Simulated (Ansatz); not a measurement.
A nudged elastic band was laid between two geometries of a periodic cell of 19 atoms, MgC18 (surface graphene monolayer, adsorbate Mg).

These are results of DFT LDA, scalar-relativistic, plane waves, PAW (Ansatz 0.2.0), not measurements. Settings: cutoff 420 eV, k mesh 2x2x1, fermi-dirac smearing 0.02 eV, no spin polarisation.

```
movable images  : 5
climbing image  : yes
spring          : 5.0 eV/Å²
optimiser       : quadratic models (default)
start path      : straight line
force threshold : 0.03 eV/Å
iteration limit : 80
end points      : relaxed
```

First end point:

```xyz
19
Lattice="7.3980 0.0000 0.0000 -3.6990 6.4069 0.0000 0.0000 0.0000 11.0000" Properties=species:S:1:pos:R:3
C 0.041 0.015 1.011
C 1.274 0.726 1.005
C -1.186 2.155 1.011
C 0.041 2.870 1.011
C -2.418 4.289 1.011
C -1.186 4.994 1.011
C 2.513 0.011 1.005
C 3.753 0.727 1.005
C 1.274 2.158 1.005
C 2.513 2.873 1.005
C 0.047 4.289 1.011
C 1.281 5.002 1.011
C 4.986 0.015 1.011
C 6.212 0.729 1.011
C 3.753 2.158 1.005
C 4.986 2.869 1.011
C 2.513 4.297 1.011
C 3.746 5.002 1.011
Mg 2.513 1.442 3.022
```

Last end point:

```xyz
19
Lattice="7.3980 0.0000 0.0000 -3.6990 6.4069 0.0000 0.0000 0.0000 11.0000" Properties=species:S:1:pos:R:3
C 0.048 0.018 1.011
C 1.280 0.723 1.011
C -1.192 2.150 1.011
C 0.041 2.862 1.005
C -2.419 4.290 1.011
C -1.192 5.005 1.011
C 2.513 0.018 1.011
C 3.747 0.730 1.011
C 1.280 2.147 1.005
C 2.520 2.862 1.005
C 0.041 4.293 1.005
C 1.280 5.009 1.005
C 4.979 0.026 1.011
C 6.212 0.731 1.011
C 3.753 2.150 1.011
C 4.979 2.865 1.011
C 2.520 4.293 1.005
C 3.753 5.005 1.011
Mg 1.280 3.577 3.022
```

Question: Which bonds break or form, and what moves?

Answer: Contacts lost: C2–Mg19, C7–Mg19, C8–Mg19, C15–Mg19. Contacts made: C4–Mg19, C11–Mg19, C12–Mg19, C17–Mg19. The atom that moves furthest is Mg19, by 2.47 Å.

Question: What energy profile does the band end with?

Answer: The run converged. The highest image is number 1 of 0 to 6, 0.031 eV above the ends, which have the same energy within 2 meV. Beside the main top the profile has a ripple of under 15 meV (maxima at images 1, 5), which may be a very shallow well or noise. A structure lower than the last end lies on the path between it and the top, so the climb from that side starts below the end, which may itself be a saddle point or a shallow side well. By the program's own check the climbing image is of a kind that is not told: the force calls were inconclusive, a negative curvature could not be distinguished from the path's own, the only one lies far off the path, or fixed occupations may fill a level only in part (lowest curvatures found: -0.46 and 0.17 eV/Å²). Limits of this set-up: coarse k mesh, slab without dipole correction.

```csv
image,path coordinate (Å),energy (eV),C2–Mg19 (Å),C7–Mg19 (Å),C8–Mg19 (Å)
0,0.00,0.000,2.47,2.47,2.47
1,0.39,0.031,2.80,2.81,2.81
2,1.20,0.006,3.53,3.61,3.61
3,2.01,0.006,3.66,4.00,4.00
4,2.82,-0.008,4.02,4.56,4.56
5,3.63,0.005,4.11,4.60,4.60
6,4.43,0.000,3.49,4.27,4.27
```

Question: What is the geometry of the highest image?

Answer: 
```xyz
19
Lattice="7.3980 0.0000 0.0000 -3.6990 6.4069 0.0000 0.0000 0.0000 11.0000" Properties=species:S:1:pos:R:3
C 0.030 0.032 0.989
C 1.271 0.749 0.989
C -1.196 2.176 0.988
C 0.030 2.888 0.986
C -2.425 4.305 0.988
C -1.196 5.012 0.987
C 2.504 0.037 0.987
C 3.736 0.748 0.987
C 1.271 2.172 0.986
C 2.503 2.883 0.986
C 0.033 4.305 0.987
C 1.274 5.022 0.987
C 4.976 0.032 0.987
C 6.202 0.743 0.988
C 3.736 2.172 0.989
C 4.976 2.888 0.989
C 2.503 4.315 0.986
C 3.732 5.021 0.988
Mg 2.494 1.476 3.405
```

Time of the run: 12 min on 1 thread of Intel(R) Xeon(R) 6975P-C (Granite Rapids) (shared host), peak memory 0.95 GiB.
